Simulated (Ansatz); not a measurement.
Start from `B[N](C)[ZnH]` and change one atom or group to get `BNC`.

Ansatz, PBE0-D4/def2-TZVP geometries, multiplicity 1. 

Scalar relativity is left out up to krypton.

```json
{"property": "HOMO–LUMO gap (PBE/def2-TZVPP) / eV", "`B[N](C)[ZnH]`": "5.35"}
{"property": "size of the dipole moment (B3LYP/def2-TZVPP) / D", "`B[N](C)[ZnH]`": "1.79"}
{"property": "LUMO energy (ωB97M-V/def2-TZVPP) / eV", "`B[N](C)[ZnH]`": "0.93"}
{"property": "LUMO energy (PBE0/def2-TZVPP) / eV", "`B[N](C)[ZnH]`": "-0.37"}
{"property": "HOMO–LUMO gap (PBE0/def2-TZVPP) / eV", "`B[N](C)[ZnH]`": "7.27"}
{"property": "HOMO–LUMO gap (ωB97M-V/def2-TZVPP) / eV", "`B[N](C)[ZnH]`": "10.87"}
```

Q: What does the change do to each property? (An estimate is asked.)

A: Ansatz gave: 
| property | `BNC` | shift |
| --- | --- | --- |
| HOMO–LUMO gap (PBE/def2-TZVPP) / eV | 5.92 | 0.57 |
| size of the dipole moment (B3LYP/def2-TZVPP) / D | 2.06 | 0.27 |
| LUMO energy (ωB97M-V/def2-TZVPP) / eV | 2.02 | 1.09 |
| LUMO energy (PBE0/def2-TZVPP) / eV | 0.25 | 0.62 |
| HOMO–LUMO gap (PBE0/def2-TZVPP) / eV | 8.14 | 0.87 |
| HOMO–LUMO gap (ωB97M-V/def2-TZVPP) / eV | 12.26 | 1.39 |

With PBE0 the HOMO falls by 0.25 eV and the LUMO rises by 0.62 eV, so the gap widens by about 0.87 eV. PBE moves the HOMO by -0.15 eV and ωB97M-V by -0.30 eV. Dipoles are sizes alone; their direction can turn.

B3LYP here is the variant with VWN-RPA as its local correlation; programs differ in this.
